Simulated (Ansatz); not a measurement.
Frontier orbitals of C₂H₈GeS, SMILES `CS[CH2][GeH3]`.

Z-matrix (Å, degrees):
```
C
S 1 1.795
H 1 1.092 2 111.0
H 1 1.090 2 106.7 3 118.3
H 1 1.091 2 111.8 3 -123.0
C 2 1.802 1 100.4 3 61.7
Ge 6 1.967 2 113.7 1 76.0
H 6 1.092 2 106.0 1 -165.5
H 6 1.093 2 110.1 1 -50.0
H 7 1.536 6 108.8 2 64.9
H 7 1.542 6 110.4 2 -174.9
H 7 1.538 6 110.5 2 -54.9
```

Total charge 0; spin multiplicity 1. Correlated methods include outer-core shells of Ge, which these sets cover unevenly. Scalar relativity is left out up to krypton. All single points use the PBE0-D4/def2-TZVP geometry. It is one conformer, not always the lowest. Basis def2-TZVPP, the Gaussian-basis code of Ansatz.

Orbital energies of one run (eV). Highest occupied ones, from the top: -4.98, -7.44, -8.02, -8.06, -8.64, -9.09, -10.35, -10.68, -11.00, -13.20, -14.81, -17.48, -19.91, -29.35. Empty: -0.21, 0.17, 0.56, 0.70, 1.04, 1.35.

Q: Which functional gave them?
A. HSE06 (plane-wave form)
B. revPBE
C. ωB97X-V
D. LC-ωPBE

A: B. HOMO energies: revPBE -4.98, HSE06 -5.79, ωB97X-V -8.52, LC-ωPBE -8.85 eV.

LC-ωPBE has ω = 0.4 bohr⁻¹.
